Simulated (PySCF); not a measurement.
```xyz
4
charge 1 multiplicity 4, angstrom
Tc    0.0000    0.0000    0.0000
Cl    0.0019    0.0000    2.1768
Cl    1.8843    0.0000   -1.0900
Cl   -1.8861    0.0000   -1.0868
```

Level of theory: PySCF, UPBE, basis Tc def2-SVP with ECP28, Cl def2-SVP (scalar-relativistic core potentials, no spin–orbit coupling, density fitting).

This geometry of [TcCl3]+ is a stationary point at this level.

**Question.** What is the point group?

**Answer.** D3h.

**Question.** Is it a minimum?

**Answer.** Yes: all harmonic wavenumbers are real, though the softest, 59 cm⁻¹, leaves little margin.

**Question.** List the harmonic modes with their infrared intensities.

**Answer.** 
```tsv
symmetry	ω (cm⁻¹)	IR (km/mol, summed over degenerate members)
a2''	59	2.1
e'	104	0.1
a1'	400	0.0
e'	477	82.0
```

**Question.** Give the ideal-gas entropy at 298.15 K and 1 bar by parts.

**Answer.** translation 175.2, rotation 105.3, vibration 57.0, spin 11.5; total 349.0 J/(mol K).

In D3h the vibrations span a2'' + 2e' + a1'. The a1' mode carries no infrared intensity, as symmetry demands.

This need not be the most stable arrangement of these atoms. With open d or f shells other occupations or spin states may lie lower.
